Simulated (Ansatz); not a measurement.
One change: `CC(C)(C)[N]([GeH3])[Si](C)(C)C` becomes `C[Si](C)(C)[N]([GeH3])[Si](C)(C)C`.

Ansatz, PBE0-D4/def2-TZVP geometries, multiplicity 1. Each molecule was computed in one conformer, which needn't be the lowest.

Scalar relativity is left out up to krypton.

```tsv
property	`CC(C)(C)[N]([GeH3])[Si](C)(C)C`
LUMO energy (PBE0/def2-TZVPP) / eV	0.65
HOMO–LUMO gap (ωB97M-V/def2-TZVPP) / eV	10.80
LUMO energy (B3LYP/def2-TZVPP) / eV	0.38
HOMO energy (B3LYP/def2-TZVPP) / eV	-6.21
HOMO energy (ωB97M-V/def2-TZVPP) / eV	-8.70
LUMO energy (ωB97M-V/def2-TZVPP) / eV	2.09
```

**Question.** What does the change do to each property? (An estimate is asked.)

**Answer.** Computed: 
```csv
property,`C[Si](C)(C)[N]([GeH3])[Si](C)(C)C`,shift
LUMO energy (PBE0/def2-TZVPP) / eV,0.52,-0.13
HOMO–LUMO gap (ωB97M-V/def2-TZVPP) / eV,11.04,0.24
LUMO energy (B3LYP/def2-TZVPP) / eV,0.25,-0.13
HOMO energy (B3LYP/def2-TZVPP) / eV,-6.63,-0.42
HOMO energy (ωB97M-V/def2-TZVPP) / eV,-9.09,-0.39
LUMO energy (ωB97M-V/def2-TZVPP) / eV,1.95,-0.14
```

With PBE0 the HOMO falls by 0.41 eV and the LUMO falls by 0.13 eV, so the gap widens by about 0.28 eV. PBE moves the HOMO by -0.42 eV and ωB97M-V by -0.39 eV.

B3LYP here is the variant with VWN-RPA as its local correlation; programs differ in this.
